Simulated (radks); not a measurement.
Values are calculated unless marked as measured or tabulated.
Valence configurations of the osmium ion Os2+ (all share [Xe]). Level of theory: Dirac Kohn-Sham, LDA (Slater exchange, Perdew-Wang correlation), spin-unpolarised, spherical densities, finite nucleus; open shells fill j = l - 1/2 first; Fermi nuclear charge, rms radius 5.4126 fm (a radial shooting solver on a logarithmic mesh with Libxc functionals). Energies are relative to 4f14 5d6; eigenvalues in eV.

| valence | E (eV) | e(4f5/2) | e(4f7/2) | e(5d3/2) | e(5d5/2) | e(6p1/2) |
|---|---|---|---|---|---|---|
| 4f14 5d6 | 0.000 | -70.563 | -67.754 | -23.706 | -22.563 | - |
| 4f14 5d5 6s1 | 1.972 | -73.849 | -71.038 | -25.987 | -24.774 | - |
| 4f13 5d6 6p1 | 59.352 | -85.711 | -82.797 | -28.745 | -27.385 | -16.788 |
| 4f12 5d8 | 108.44 | -92.016 | -89.000 | -26.869 | -25.465 | - |
| 4f13.5 5d6.5 | 23.696 | -75.772 | -72.912 | -24.507 | -23.300 | - |
| 4f11 5d6 6s2 6p1 | 204.44 | -116.28 | -113.15 | -37.743 | -35.955 | -19.173 |
| 4f13 5d6 6s1 | 52.692 | -84.540 | -81.626 | -27.724 | -26.378 | - |
| 4f10 5d8 6s2 | 269.56 | -123.03 | -119.79 | -35.709 | -33.878 | - |
| 4f14 5d5 6p1 | 8.460 | -75.021 | -72.210 | -26.993 | -25.764 | -16.486 |
| 4f13 5d7 | 49.631 | -81.086 | -78.174 | -25.301 | -24.028 | - |

NIST lists [Xe] 4f14 5d6 as the ground configuration; this level of theory agrees among the configurations tried. The energies are those of spherical spin-averaged densities, not of single terms.
